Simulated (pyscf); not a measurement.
Single points on ωB97X-D3(BJ)/def2-SVP structures (PySCF, gas phase).

Problem. How much does it cost (ΔH, 298 K, ωB97M-D3(BJ)/def2-TZVP) to split `[CH2]=[CH][CH]=[CH][Br]` at its Br–C bond into •HC=CH–CH=CH₂ + Br•?

Solution. Br–C to •HC=CH–CH=CH₂ + Br•: 82.7 kcal/mol. The 7 functionals that were run give +81.9 (M06-2X) to +86.3 kcal/mol (PBE). The radicals are drawn with the spin at the cut bond; how far it spreads was not checked. •HC=CH–CH=CH₂ lies 11.3 kcal/mol over its isomer •HC=C=CH–CH₃, and others may lie lower still (electronic energy, ωB97M-D3(BJ)). Left out: the spin-orbit lowering of Br, which is large for Br, Se, Te and I. Elements up to Kr have no core potential and no relativistic terms here.
